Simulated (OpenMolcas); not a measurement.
# As IV: effect of correlating more closed shells

```yaml
Program: OpenMolcas 26.06
Basis: ANO-RCC-VTZP [6s5p3d1f]
Scalar_Hamiltonian: DKH2, point nucleus
Active_space: 2 electrons in 4 orbitals (4s 4p)
State_averaging: 2S+1 = 3 even, 3 roots; 2S+1 = 1 even, 7 roots; 2S+1 = 3 odd, 3 roots; 2S+1 = 1 odd, 3 roots
Spin-orbit_coupling: RASSI with atomic mean-field integrals over the reference wave functions, term energies averaged over their components
```

Methods on the same reference wave functions:
A. CASSCF
B. MS-CASPT2, IPEA 0.25 Eh, imaginary shift 0.1 Eh (closed shells correlated: none)
C. MS-CASPT2, IPEA 0.25 Eh, imaginary shift 0.1 Eh (closed shells correlated: 3d)
D. MS-CASPT2, IPEA 0.25 Eh, imaginary shift 0.1 Eh (closed shells correlated: 3s 3p 3d)

Energies in cm⁻¹ above 4s² ¹S₀, the measured ground level; measured values from Moore, Atomic Energy Levels, vol. II, NSRDS-NBS 35 (1971 reprint of NBS Circular 467, 1952).

```json
{"Level": "4s² ¹S₀", "A": "0.0", "B": "0.0", "C": "0.0", "D": "0.0", "Measured": "0.0"}
{"Level": "4s 4p ³P°₀", "A": "72487", "B": "72624", "C": "73126", "D": "73228", "Measured": ""}
{"Level": "4s 4p ³P°₁", "A": "73520", "B": "73651", "C": "74152", "D": "74255", "Measured": "76962"}
{"Level": "4s 4p ³P°₂", "A": "75710", "B": "75848", "C": "76349", "D": "76452", "Measured": "79492"}
{"Level": "4s 4p ¹P°₁", "A": "120276", "B": "114055", "C": "114069", "D": "114022", "Measured": "112022"}
{"Level": "4p² ³P₀", "A": "177437", "B": "177346", "C": "178060", "D": "178330", "Measured": ""}
{"Level": "4p² ³P₁", "A": "178678", "B": "178637", "C": "179351", "D": "179622", "Measured": "181468"}
{"Level": "4p² ³P₂ [74 %]", "A": "180579", "B": "179866", "C": "180604", "D": "180858", "Measured": "184394"}
{"Level": "4p² ¹D₂ [74 %]", "A": "192394", "B": "183209", "C": "183995", "D": "184214", "Measured": ""}
{"Level": "4p² ¹S₀", "A": "218611", "B": "210451", "C": "211224", "D": "211361", "Measured": "211683"}
```

Deviations, from unrounded energies. A percentage is the sum of absolute deviations over the sum of measured energies, with the sign that they share, or ± where signs differ.

```tsv
Against measurement	Levels	A	B	C	D
mean absolute deviation (cm-1)	6	4800	2900	2400	2200
other configurations (%)	6	±3.4	±2.1	±1.7	±1.6
```

D lies closest to measurement on these levels and A furthest from it. The largest miss of D in the table is 4p² ³P₂ [74 %], by -3500 cm-1. The ranking rests on the paired levels alone, and a cruder setting can come out closer through cancelling errors.

Among B to D the level of the table that moves most is 4p² ¹D₂ [74 %], by 1000 cm-1 (lowest in B, highest in D).

The lowest spin-free term lies below A's lowest term by 0.006 hartree in B, 0.046 hartree in C, 0.072 hartree in D.

What an inner shell adds also hangs on whether the basis holds functions to correlate it.

Over all roots computed the reference weight is 0.94 to 1.00 in B, 0.93 to 0.99 in C, 0.93 to 0.99 in D; the roots of lowest weight are the least certain, and an intruder state may touch them. The ¹D term of p² mixes with s d, which this space lacks. Computed and measured levels are paired by configuration, term and J; levels that our copy of the source lacks, or whose pairing is in doubt (as where it misses far off the trend of its configuration), stay unpaired and out of the deviations. Levels of configurations outside the active space are missing.

A share in square brackets marks a mixed level and gives the weight of the term that names it, the lowest over the columns. ° marks odd parity.
